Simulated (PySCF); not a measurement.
Computed shifts of a molecule C5H7BO, PBE0/pcSseg-1 (PySCF), GIAO, gas phase, equivalent atoms averaged, in ppm (number of nuclei): ¹³C: 104.9 (1), 89.8 (1), 82.0 (1), 28.9 (1), 15.5 (1). ¹H: 5.10 (1), 4.56 (1), 3.10 (1), 1.90 (1), 1.43 (3). References: ¹³C against TMS (σ = 186.3 ppm); ¹¹B against BF3 (σ = 88.8 ppm); ¹⁷O against H2O (σ = 334.2 ppm); ¹H against TMS (σ = 31.56 ppm), references at their B3LYP-D3(BJ)/def2-TZVP geometries, non-relativistic. Geometry optimised at PBE0-D3(BJ)/def2-SVP. One conformer was computed; it need not be the lowest.

Q: Which structure fits?
A. C#CB1OC[C@@H]1C
B. C=CB1CC=CO1
C. C=C1OB(C)C1=C
D. C=C=CB(C)C=O

A: A, C#CB1OC[C@@H]1C
